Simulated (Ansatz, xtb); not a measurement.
## C4H6N2S2: which of two isomers lies lower

Structure a is `CSCc1ncsn1`, a singlet and structure b is `CSc1nsc(C)n1`, a singlet. Both are isolated molecules in the gas phase, relaxed with PBE-D3(BJ)/def2-SVP; each stands in its lowest conformer found.

a (Å):

```
atom    x (Å)    y (Å)   z (Å)
   C  -1.5267  -1.4494  2.0316
   C   0.8211   0.0264  1.7716
   C   0.1657   1.3692  1.8718
   C  -0.3762   3.3665  1.1581
   N   0.3508   2.3116  0.8830
   N  -0.6544   1.6433  2.8856
   S  -0.2168  -1.1458  0.8073
   S  -1.2812   3.1806  2.6351
   H  -2.3238  -2.0165  1.5135
   H  -1.9422  -0.4927  2.4082
   H  -1.1517  -2.0476  2.8869
   H   1.7692   0.1174  1.2091
   H   1.0231  -0.3907  2.7774
   H  -0.4149   4.2751  0.5376
```

b (Å):

```json
{"atom": "C", "x (Å)": "-1.9876", "y (Å)": "-1.5202", "z (Å)": "-0.0461"}
{"atom": "C", "x (Å)": "-0.4623", "y (Å)": "0.2360", "z (Å)": "1.3875"}
{"atom": "C", "x (Å)": "0.3613", "y (Å)": "1.7304", "z (Å)": "2.7677"}
{"atom": "C", "x (Å)": "1.3246", "y (Å)": "2.6442", "z (Å)": "3.4526"}
{"atom": "N", "x (Å)": "-1.6199", "y (Å)": "0.4403", "z (Å)": "2.0037"}
{"atom": "N", "x (Å)": "0.6648", "y (Å)": "0.9266", "z (Å)": "1.7742"}
{"atom": "S", "x (Å)": "-0.2811", "y (Å)": "-0.9054", "z (Å)": "0.0609"}
{"atom": "S", "x (Å)": "-1.3413", "y (Å)": "1.5985", "z (Å)": "3.1950"}
{"atom": "H", "x (Å)": "-1.9952", "y (Å)": "-2.2625", "z (Å)": "-0.8661"}
{"atom": "H", "x (Å)": "-2.6861", "y (Å)": "-0.6927", "z (Å)": "-0.2732"}
{"atom": "H", "x (Å)": "-2.2896", "y (Å)": "-1.9982", "z (Å)": "0.9049"}
{"atom": "H", "x (Å)": "1.3802", "y (Å)": "2.4319", "z (Å)": "4.5395"}
{"atom": "H", "x (Å)": "2.3267", "y (Å)": "2.5049", "z (Å)": "3.0074"}
{"atom": "H", "x (Å)": "1.0251", "y (Å)": "3.7056", "z (Å)": "3.3357"}
```

Quicker runs give these differences E(b) − E(a): GFN2-xTB −8.1 kcal/mol; HF/STO-3G −11.0 kcal/mol (at GFN2-xTB geometries); r2SCAN-D4/def2-SVP −8.0 kcal/mol (at GFN2-xTB geometries).

Problem. Estimate E(b) − E(a) at the level CCSD(T)/def2-SVP + ΔMP2/def2-TZVPP.

Solution. Calculated at CCSD(T)/def2-SVP + ΔMP2/def2-TZVPP: E(b) − E(a) = −5.0 kcal/mol, so structure b lies lower.

The same difference at several levels:

| level | geometry | E(b) − E(a) (kcal/mol) | departure from the last row (kcal/mol) | job, with rough time for the two |
| --- | --- | --- | --- | --- |
| GFN2-xTB | GFN2-xTB | −8.1 | −3.1 | optimisation, 0.33 s |
| HF/STO-3G | GFN2-xTB | −11.0 | −6.0 | single point, 0.7 s |
| r2SCAN-D4/def2-SVP | GFN2-xTB | −8.0 | −3.0 | single point, 3.9 s |
| PBE-D3(BJ)/def2-SVP | PBE-D3(BJ)/def2-SVP | −6.8 | −1.7 | optimisation, 25 s |
| HF/def2-SVP | PBE-D3(BJ)/def2-SVP | −6.2 | −1.2 | part of the CCSD(T) run |
| MP2/def2-SVP | PBE-D3(BJ)/def2-SVP | −5.6 | −0.6 | part of the CCSD(T) run |
| CCSD(T)/def2-SVP | PBE-D3(BJ)/def2-SVP | −5.3 | −0.3 | single point |
| CCSD(T)/def2-SVP + ΔMP2/def2-TZVPP | PBE-D3(BJ)/def2-SVP | −5.0 |  | single point, 78 s |

As drawn, both hold the same kinds of bond in the same numbers. Structure a has 1 methyl group, b 2.

None of the levels shown reverses the order. The largest departure from CCSD(T)/def2-SVP + ΔMP2/def2-TZVPP is that of HF/STO-3G, 6.0 kcal/mol. The last row adds to CCSD(T) the change of the MP2 difference between the two basis sets, here +0.3 kcal/mol.

With thermal terms from frequencies at re-optimised GFN2-xTB minima (ideal gas, soft modes damped towards free rotors, one conformer each, 298.15 K, 1 atm): the zero-point term adds −0.3 kcal/mol; ΔH is −4.9 and ΔG −5.8 kcal/mol.

The correlated steps freeze 16 core orbitals. Codes used: Ansatz 0.2.0, xtb 6.7.1; the last row on 4 threads of Intel(R) Xeon(R) Platinum 8175M CPU @ 2.50GHz (Skylake/Cascade Lake) on a shared host.
